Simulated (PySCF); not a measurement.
# Nuclear quadrupole coupling in 1-butaneboronic acid

Species: 1-butaneboronic acid, C4H11BO2.
Z-matrix (Å and degrees, PBE0-D3(BJ)/def2-SVP geometry), rows numbered from 1:
```
C 
C   1  1.5200
C   2  1.5229  1  113.46
C   3  1.5285  2  113.81  1   179.58
B   4  1.5740  3  113.59  2  -178.54
O   5  1.3669  4  118.87  3  -125.04
O   5  1.3679  4  118.14  3    54.56
H   1  1.1020  2  111.19  3   -59.68
H   1  1.1008  2  111.85  3   180.00
H   1  1.1023  2  111.21  3    59.76
H   2  1.1049  1  109.70  3  -122.22
H   2  1.1048  1  109.78  3   122.16
H   3  1.1040  2  109.39  1    56.83
H   3  1.1061  2  108.77  1   -57.97
H   4  1.1062  3  108.94  2   -58.42
H   4  1.1026  3  110.39  2    57.86
H   6  0.9619  5  115.16  4  -179.53
H   7  0.9618  5  115.35  4  -179.72
```

Field gradients from the PBE0/pcSseg-1 density (PySCF, non-relativistic), principal values in atomic units, ordered |Vxx| ≤ |Vyy| ≤ |Vzz|:

```json
{"atom": "B5", "Vxx": "-0.0851", "Vyy": "-0.2817", "Vzz": "0.3668"}
{"atom": "O6", "Vxx": "-0.5967", "Vyy": "-0.8535", "Vzz": "1.4502"}
{"atom": "O7", "Vxx": "-0.5860", "Vyy": "-0.8821", "Vzz": "1.4680"}
```

Q: Find the asymmetry η = (Vxx − Vyy)/Vzz and the couplings χ = eQV/h (234.96 MHz × Q in barn × V in au), with Q(11B) = 0.04059 b, Q(17O) = −0.0256 b.

A: 
```tsv
atom	environment	nucleus	η	χzz (MHz)	χxx (MHz)	χyy (MHz)
B5	three-coordinate boron	11B	0.54	3.498	-0.811	-2.687
O6	boron-bound oxygen	17O	0.18	-8.72	3.59	5.13
O7	boron-bound oxygen	17O	0.20	-8.83	3.52	5.31
```

Q: What is Vzz at O6 in SI units (1 au = 9.71736 × 10²¹ V/m²)?

A: 1.4502 au = 14.092 × 10²¹ V/m².

Q: And the gradient at the other heavy atoms, for which no coupling is worked out here?

A: 
```json
{"atom": "C1", "environment": "methyl carbon", "Vzz (au)": "0.029", "η": "0.06"}
{"atom": "C2", "environment": "chain CH2 carbon", "Vzz (au)": "-0.034", "η": "0.50"}
{"atom": "C3", "environment": "chain CH2 carbon", "Vzz (au)": "-0.052", "η": "0.80"}
{"atom": "C4", "environment": "sp3 carbon bound to boron", "Vzz (au)": "-0.137", "η": "0.54"}
```

Were the hydrogens deuterons (Q(2H) = 0.00286 b), χzz would run from 189 kHz (H14 and H13) to 321 kHz (H18 and H17).

One conformer (not necessarily the lowest) at the PBE0-D3(BJ)/def2-SVP geometry, without solvent, vibrations or thermal averaging. A larger basis could move these couplings by a tenth or more.
